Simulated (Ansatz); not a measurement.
CH8NPSSi, SMILES `C[SiH2]NPS`, charge 0, multiplicity 1.

(1) Give a relaxed structure at PBE0-D4/def2-TZVP (the Gaussian-basis code of Ansatz). (Best estimate.)

Results:

(1) Ansatz gave: 
Cartesian coordinates in Å:
```
C 1.171 -0.740 -1.216
Si -0.276 0.406 -0.959
N -0.168 1.348 0.501
P -0.813 0.984 2.023
S -0.130 -0.952 2.605
H 2.101 -0.175 -1.315
H 1.280 -1.423 -0.371
H 1.037 -1.329 -2.128
H -1.539 -0.369 -0.826
H -0.379 1.340 -2.114
H 0.536 2.070 0.550
H -2.084 0.535 1.587
H -0.735 -1.695 1.661
```
This is one stationary point; other conformers may exist.
